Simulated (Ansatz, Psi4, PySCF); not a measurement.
F$_{2}$Mg (SMILES [F][Mg][F]), singlet, at a GFN2-xTB geometry (such geometries of metal compounds can be far from the true shape). Base run: PySCF with B3LYP/def2-SVP.

Geometry (Å):
```xyz
3

Mg     0.4031    -0.0553    -0.1365
F     -0.4573     1.1855    -0.9315
F     -0.0802    -1.1117     1.1135
```
All else is at PySCF's defaults.

The same geometry, method and basis name were run in Ansatz (an electronic-structure program) and Psi4 and PySCF, at each program's defaults and at the settings that a row names. The base is PySCF at its defaults. Differences at the defaults can come from grids, fitting, cores and function types together.

```json
[
 {"code and settings": "PySCF, defaults (exact integrals, its default grid, spherical functions)", "ΔE vs base (µEh)": "0.0", "basis functions": "46", "E (Eh)": "-399.66828", "SCF cycles": "9", "dipole (D)": "4.76"},
 {"code and settings": "Psi4, defaults (density fitting with its default set, its default grid, spherical functions)", "ΔE vs base (µEh)": "76.9", "basis functions": "46", "E (Eh)": "-399.66820", "SCF cycles": "7", "dipole (D)": "4.76"},
 {"code and settings": "Ansatz, defaults (factorised integrals, its default grid, spherical functions)", "ΔE vs base (µEh)": "18.9", "basis functions": "46", "E (Eh)": "-399.66826", "SCF cycles": "-", "dipole (D)": "-"},
 {"code and settings": "PySCF, density fitting with def2-universal-jkfit", "ΔE vs base (µEh)": "5.3", "basis functions": "46", "E (Eh)": "-399.66827", "SCF cycles": "9", "dipole (D)": "4.76"},
 {"code and settings": "PySCF, fine grid", "ΔE vs base (µEh)": "19.2", "basis functions": "46", "E (Eh)": "-399.66826", "SCF cycles": "8", "dipole (D)": "4.76"},
 {"code and settings": "Psi4, exact integrals, spherical functions, fine grid", "ΔE vs base (µEh)": "21.3", "basis functions": "46", "E (Eh)": "-399.66826", "SCF cycles": "10", "dipole (D)": "4.76"},
 {"code and settings": "Ansatz, high accuracy", "ΔE vs base (µEh)": "19.0", "basis functions": "46", "E (Eh)": "-399.66826", "SCF cycles": "-", "dipole (D)": "-"}
]
```
